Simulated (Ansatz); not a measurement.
`N[SiH2]N1C[SiH2]1` → `C1N[SiH2]1` + `N[SiH]` at 500 K and 1 bar (silylene formation by 1,1-elimination).

Calculated with Ansatz (gas phase, PBE0-D4/def2-TZVP geometries, no zero-point term in ΔE). CBS: MP2 limit from def2 TZ/QZ plus the TZ coupled-cluster correction, frozen cores. This one scheme is used for every species. One conformer a species, not always the lowest.

```json
{"species": "`N[SiH2]N1C[SiH2]1`", "CCSD(T)/CBS energy (Eh)": "-730.45134", "H − E (kJ/mol)": "298.2", "S (J/(mol·K))": "450.7"}
{"species": "`C1N[SiH2]1`", "CCSD(T)/CBS energy (Eh)": "-384.79623", "H − E (kJ/mol)": "184.4", "S (J/(mol·K))": "311.5"}
{"species": "`N[SiH]`", "CCSD(T)/CBS energy (Eh)": "-345.56329", "H − E (kJ/mol)": "110.7", "S (J/(mol·K))": "274.5"}
```

H − E and S are ideal-gas, rigid-rotor, harmonic terms from PBE0-D4/def2-TZVP, for one conformer and one mirror image of each species. 1 Eh = 2625.50 kJ/mol, R = 8.31446 J/(mol·K).

Problem. By hand: ΔE, ΔH, ΔS and ΔG.

Solution. ΔE = (-384.79623) + (-345.56329) − (-730.45134) = 0.09182 Eh = 241.1 kJ/mol. Δ(H − E) = 184.4 + 110.7 − 298.2 = -3.1, so ΔH = 238.0 kJ/mol. ΔS = 311.5 + 274.5 − 450.7 = 135.3 J/(mol·K). ΔG = 238.0 − 500 × (135.3)/1000 = 170.3 kJ/mol.

Problem. By hand: the equilibrium constant, and the temperature at which ΔG would vanish if ΔH and ΔS stayed fixed.

Solution. log₁₀ K = −ΔG/(RT ln 10) = -17.8. ΔG = 0 at ΔH/ΔS = 1759 K.

The number of gas molecules changes by +1, which sets the sign of ΔS. A doubt of 5 kJ/mol in ΔE shifts log₁₀ K by 0.5 here. Other conformers and mirror images would add mixing entropy, several J/(mol·K) or more a flexible species. Modes under 60 cm⁻¹, often nearly free rotors, make the harmonic entropy too high. These are equilibria of isolated gas molecules and say nothing of rates. Largest T1 diagnostic: 0.015 (customary marks: 0.02 for closed shells, 0.045 for open ones).
